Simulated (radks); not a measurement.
Results of a calculation; reference values are marked as such.
Q: The bismuth ion Bi23+, 60 electrons, occupied as [Kr] 4d10 4f13 5p1 (not the ground configuration). Code: a radial shooting solver on a logarithmic mesh with Libxc functionals. Model: Dirac Kohn-Sham, PBE, spin-unpolarised, spherical densities, finite nucleus; open shells are shared between the two j in proportion to 2j + 1; Fermi nuclear charge, rms radius 5.5211 fm. Some entries of the table are withheld. Estimate them.

orbital      occ.  eigenvalue (eV)  r(max) (bohr)
1s1/2           2              (1)       0.009661
2s1/2           2        -16846.38            (2)
2p1/2           2        -16219.08        0.04118
2p3/2           4        -13898.15        0.04901
3s1/2           2        -4514.198         0.1587
3p1/2           2        -4229.106         0.1477
3p3/2           4        -3708.199         0.1634
3d3/2           4        -3238.870         0.1267
3d5/2           6        -3128.221         0.1310
4s1/2           2        -1475.707            (3)
4p1/2           2        -1350.851         0.3519
4p3/2           4        -1219.250         0.3829
4d3/2           4        -1015.103         0.3725
4d5/2           6        -989.9824         0.3817
4f5/2     5.57143        -724.4145         0.3318
4f7/2     7.42857        -718.2711         0.3358
5p1/2    0.333333        -617.0673         0.7429
5p3/2    0.666667        -579.0303         0.7962

A: 
(1) 1s1/2 eigenvalue (eV): -91068.75
(2) 2s1/2 r(max) (bohr): 0.05642
(3) 4s1/2 r(max) (bohr): 0.3549
